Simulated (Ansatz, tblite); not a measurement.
Cost and result up the ladder for Re₄ (the lowest singlet isomer of a short search) (4 atoms). Charge 0, multiplicity 1. Geometry: PBE-D4/def2-SVP.

```csv
atom,x (Å),y (Å),z (Å)
Re1,-0.038,0.501,1.521
Re2,-1.588,0.182,-0.100
Re3,1.588,-0.182,0.100
Re4,0.038,-0.501,-1.521
```

Ansatz on 2 threads of Intel Xeon Platinum 8375C on a shared host; xTB runs through tblite on one thread. Times are rough, summed over both states, and most runs start from the orbitals of an earlier one. No level here is sound enough to serve as a yardstick. The other state is a quintet at its own geometry.

In the def2 sets Re takes a core potential; there is no spin–orbit coupling. The xTB rows come from tblite. B3LYP takes the VWN-RPA correlation. The order of the spin states hangs on the level: the triplet lies 0.19 eV below the singlet at PBE0-D4/def2-TZVP, but 0.32 eV above it at PBE-D4/def2-TZVP. The triplet is doubtful at PBE0-D4/def2-TZVP (⟨S²⟩ 3.52, where a pure state has 2.00). At PBE0-D4/def2-TZVP a triplet of charge 0 lies 0.21 eV below the quintet, each at its own geometry. That triplet is doubtful there (⟨S²⟩ 3.52, where a pure state has 2.00). The structure comes from a short search, and lower isomers may exist.

Run but left out: BHLYP-D4/def2-TZVP (singlet: restricted singlet, unstable in another Hartree–Fock run and untested here); CAM-B3LYP-D4/def2-TZVP (quintet: ⟨S²⟩ 6.68, where a pure state has 6.00); B2PLYP/def2-TZVP (singlet: restricted singlet, unstable towards broken spin symmetry).

xTB has no spin-polarisation term.

```tsv
level	functions	quintet − singlet (eV)	remarks
B3LYP-D4/def2-TZVP	160	0.31	restricted SCF unstable in HF (singlet)
PBE-D4/def2-TZVP	160	0.56	restricted SCF unstable in HF (singlet)
GFN2-xTB	36	0.24	–
PBE0-D4/def2-TZVP (with forces)	160	0.03	restricted SCF unstable in HF (singlet), spin-contaminated (⟨S²⟩ 6.15) (quintet)
r2SCAN-D4/def2-TZVP	160	-0.16	restricted SCF unstable in HF (singlet), spin-contaminated (⟨S²⟩ 6.17) (quintet)
GFN1-xTB	36	-0.17	–
```

Question: Estimate how long each takes.

Answer: GFN1-xTB 0.02 s; GFN2-xTB 0.052 s; PBE-D4/def2-TZVP 14 s; B3LYP-D4/def2-TZVP 40 s; PBE0-D4/def2-TZVP (with forces) 42 s; r2SCAN-D4/def2-TZVP 54 s. On shared hardware such times vary by a factor of up to 3.
